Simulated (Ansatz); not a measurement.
# Ligand exchange: AuBr + C3H6S → AuSH + C3H5Br

Species: AuBr (bromogold), singlet; C3H6S `C=CCS`, singlet; AuSH `[SH][Au]`, singlet; C3H5Br (allyl bromide) `C=CCBr`, singlet. The partners trade Br for SH: Au–Br and C–SH bonds give way to Au–SH and C–Br.

Shapes, held fixed at every level: PBE0-D4/def2-TZVP. Flexible molecules stand in one conformer, not always the lowest. Programs: Ansatz 0.2.0. The zero-point and thermal change to 298 K, harmonic and unscaled (PBE0-D4/def2-TZVP), is -2.2 kJ/mol.

| level | kind | ΔH(298 K) (kJ/mol) | less CCSD(T)/def2-TZVPP |
| --- | --- | --- | --- |
| SPW92/def2-TZVPP | LDA | -2.7 | -11.7 |
| PBE-D4/def2-TZVPP | GGA | +2.1 | -6.9 |
| BHLYP-D4/def2-TZVPP | global hybrid | +24.6 | +15.6 |
| PBE0-D4/def2-TZVPP | global hybrid | +13.2 | +4.2 |
| MP2/def2-TZVPP | perturbation theory | -2.1 | -11.1 |
| CCSD/def2-TZVPP | coupled cluster or CI | +14.5 | +5.5 |
| CCSD(T)/def2-TZVPP | coupled cluster or CI | +9.0 | 0.0 |

The highest level, CCSD(T)/def2-TZVPP, gives ΔH(298 K) = +9.0 kJ/mol; the levels span -2.7 to +24.6. They disagree on the sign: 5 of 7 are positive. The column of differences is taken from that level and isn't an error. No measured value is set beside it here. T1 is large for AuSH, so single-reference values are less sure there. For atoms past krypton def2 sets carry core potentials with scalar relativity. Relativity is left out for Br unless named. Correlated rows may include outer-core shells of Au, Br, which these sets cover unevenly.
